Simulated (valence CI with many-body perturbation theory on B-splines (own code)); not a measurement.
# P IX: electric-dipole lines

Calculated by configuration interaction combined with many-body perturbation theory (CI+MBPT): five valence electrons over a frozen Dirac-Fock core [He], a basis of 11 s, 11 p, 10 d, 8 f, 5 g, 2 h functions for each j, with the one-electron correlation potential Σ1 (screened to all orders), the two-electron term Σ2, the three-electron term Σ3, Breit, model QED; selected single and double excitations, second order for the rest, scaled by the run's own slope (own B-spline code, finite nucleus).

No measured spectrum was set against this ion. As an estimate, levels of excited configurations hold to 0.05 to 0.15 % of their energy, terms of the ground configuration to about 0.5 %. Among the levels kept, up to 6100 cm⁻¹ of a level comes from second order outside the variational space, and about a tenth of that is noise between levels of different J, which matters for small intervals.

Lines 201 to 250 of 600 in falling wavelength, among levels below 2384900 cm⁻¹, chosen from the strongest by gf and those to the six lowest levels. Wavelengths and rates use the calculated energies, so an error of 300 cm⁻¹ moves a line at 808.3 Å by 0.24 % and its rate by three times that or more. Electric multipoles are in the length gauge, E1 and E2 with the static RPA response of the core. Weak lines are less certain than strong ones. Lines between different terms over intervals too small for the method are left out, as are lines whose strength nearly cancels. The highest levels of a list are the least certain.

Names give the largest LS component (configuration and term), which can be under half, so a name can repeat, a term be missing and a line seem to break the LS rules; names also repeat where a configuration has a term twice. Letters in brackets count levels of one name in rising energy.

```tsv
λ vac (Å)	Upper	Lower	A (s⁻¹)	S (a.u.) with core polarisation	S without
808.3	2s2p³3d ⁴D°_5/2 [b]	2s2p³3p ⁴D_3/2 [a]	1.93e+08	3.02e-01	3.02e-01
808.2	2s2p³3d ⁴D°_3/2 [b]	2s2p³3p ⁴D_3/2 [a]	3.55e+08	3.70e-01	3.70e-01
790.8	2s²2p²3d ⁴P_5/2	2s²2p²3p ⁴P°_5/2	7.39e+08	1.08e+00	1.08e+00
783.7	2s²2p²3d ²D_3/2 [a]	2s²2p²3p ²P°_1/2 [a]	9.25e+08	8.79e-01	8.79e-01
783.5	2s2p³3p ⁴P_3/2 [b]	2s2p³3s ⁴D°_3/2	6.47e+08	6.14e-01	6.15e-01
782.8	2s2p³3p ⁴P_3/2 [b]	2s2p³3s ⁴D°_5/2	1.22e+09	1.16e+00	1.16e+00
781.5	2s2p³3p ⁴P_5/2 [b]	2s2p³3s ⁴D°_7/2	1.58e+09	2.23e+00	2.24e+00
781.4	2s2p³3p ⁴P_5/2 [b]	2s2p³3s ⁴D°_5/2	3.75e+08	5.30e-01	5.30e-01
781.1	2s2p³3p ⁴P_1/2 [b]	2s2p³3s ⁴D°_1/2	1.03e+09	4.83e-01	4.83e-01
780.4	2s2p³3p ⁴P_1/2 [b]	2s2p³3s ⁴D°_3/2	1.00e+09	4.70e-01	4.70e-01
780.2	2s²2p²3d ²D_5/2 [b]	2s²2p²3p ²F°_5/2	2.84e+08	3.99e-01	3.99e-01
778.6	2s²2p²3d ⁴P_3/2	2s²2p²3p ⁴P°_5/2	4.27e+08	3.98e-01	3.98e-01
775.9	2s²2p²3d ²D_5/2 [a]	2s²2p²3p ²P°_3/2 [a]	1.25e+09	1.73e+00	1.73e+00
775.8	2s²2p²3p ²P°_1/2 [b]	2s²2p²3s ²D_3/2	1.40e+09	6.47e-01	6.47e-01
756.3	2s²2p²3d ⁴P_1/2	2s²2p²3p ⁴P°_3/2	6.30e+08	2.69e-01	2.69e-01
754.6	2s²2p²3p ²P°_3/2 [b]	2s²2p²3s ²D_3/2	4.43e+08	3.76e-01	3.76e-01
753.6	2s²2p²3p ²P°_3/2 [b]	2s²2p²3s ²D_5/2	1.19e+09	1.01e+00	1.01e+00
747.7	2s2p³3d ⁴P°_5/2 [a]	2s2p³3p ⁴D_7/2 [a]	3.30e+08	4.08e-01	4.08e-01
745.3	2s²2p²3d ²P_3/2 [a]	2s²2p²3p ²S°_1/2	8.26e+08	6.75e-01	6.75e-01
726.3	2s2p³3d ²P°_1/2	2s2p³3p ²P_1/2 [a]	1.02e+09	3.86e-01	3.86e-01
723.1	2s2p³3d ²P°_3/2	2s2p³3p ²P_3/2 [a]	1.15e+09	8.55e-01	8.55e-01
717.1	2s²2p²3d ²D_5/2 [a]	2s²2p²3p ²D°_5/2 [a]	2.68e+08	2.93e-01	2.93e-01
710.9	2s2p³3d ²F°_5/2 [a]	2s2p³3p ²F_5/2 [a]	7.52e+08	8.00e-01	8.00e-01
710.3	2s2p³3d ²F°_7/2 [a]	2s2p³3p ²F_7/2 [a]	8.22e+08	1.16e+00	1.16e+00
706.5	2s²2p²3d ²P_1/2 [a]	2s²2p²3p ²S°_1/2	6.91e+08	2.41e-01	2.41e-01
698.8	2s2p³3d ²D°_5/2 [a]	2s2p³3p ²P_3/2 [a]	9.40e+08	9.50e-01	9.50e-01
694.6	2s²2p²3d ²D_3/2 [a]	2s²2p²3p ²D°_3/2 [a]	3.96e+08	2.62e-01	2.62e-01
691.6	2s2p³3d ²D°_3/2 [a]	2s2p³3p ²P_1/2 [a]	8.83e+08	5.76e-01	5.76e-01
652.5	2s²2p²3p ²D°_5/2 [b]	2s²2p²3s ²P_3/2	1.02e+09	8.40e-01	8.41e-01
629.0	2s²2p²3p ²D°_3/2 [b]	2s²2p²3s ²P_1/2	9.43e+08	4.63e-01	4.63e-01
592.6	2s²2p²3d ²D_5/2 [b]	2s²2p²3p ²D°_5/2 [a]	4.54e+08	2.80e-01	2.80e-01
587.7	2s²2p²3p ²P°_3/2 [b]	2s²2p²3s ²P_3/2	1.08e+09	4.32e-01	4.32e-01
582.7	2s²2p²3d ²D_3/2 [b]	2s²2p²3p ²D°_3/2 [a]	5.82e+08	2.27e-01	2.27e-01
568.7	2s2p³3p ⁴P_5/2 [a]	2s²2p²3p ⁴S°_3/2	8.42e+08	4.58e-01	4.59e-01
567.5	2s2p³3p ⁴P_3/2 [a]	2s²2p²3p ⁴S°_3/2	8.72e+08	3.15e-01	3.15e-01
422.7	2s2p³3p ⁴P_3/2 [b]	2s2p³3s ⁴S°_3/2 [a]	9.00e+08	1.34e-01	1.34e-01
422.2	2s2p³3p ⁴P_5/2 [b]	2s2p³3s ⁴S°_3/2 [a]	1.05e+09	2.33e-01	2.34e-01
416.5	2s2p³3p ²D_3/2 [c]	2s2p³3s ²D°_3/2 [a]	1.35e+09	1.93e-01	1.93e-01
416.1	2s2p³3p ²D_5/2 [c]	2s2p³3s ²D°_5/2 [a]	1.40e+09	2.99e-01	3.00e-01
388.3	2s2p³3p ²F_7/2 [a]	2s²2p²3p ²D°_5/2 [b]	1.53e+09	3.54e-01	3.55e-01
387.6	2s2p³3p ²F_5/2 [a]	2s²2p²3p ²D°_3/2 [b]	1.41e+09	2.43e-01	2.43e-01
326.2	2s2p³3d ⁴F°_9/2 [a]	2s²2p²3d ⁴D_7/2	6.46e+08	1.11e-01	1.11e-01
321.8	2s2p³3d ⁴D°_7/2 [b]	2s²2p²3d ⁴P_5/2	9.12e+08	1.20e-01	1.21e-01
317.6	2s2p³3d ⁴F°_9/2 [a]	2s²2p²3d ⁴F_9/2	1.72e+09	2.72e-01	2.73e-01
317.3	2s2p³3p ⁴D_7/2 [a]	2s²2p²3p ⁴P°_5/2	1.91e+09	2.41e-01	2.42e-01
317.0	2p⁵ ²P°_3/2	2s2p⁴ ²P_1/2	1.60e+09	1.01e-01	1.01e-01
315.8	2s2p³3p ²F_7/2 [a]	2s²2p²3p ²D°_5/2 [a]	2.12e+09	2.63e-01	2.65e-01
315.3	2s2p³3d ⁴F°_7/2 [a]	2s²2p²3d ⁴F_7/2	1.67e+09	2.06e-01	2.07e-01
315.3	2s2p³3p ⁴D_5/2 [a]	2s²2p²3p ⁴P°_3/2	1.53e+09	1.42e-01	1.43e-01
313.5	2s2p³3d ⁴F°_5/2 [a]	2s²2p²3d ⁴F_5/2	1.70e+09	1.55e-01	1.56e-01
```
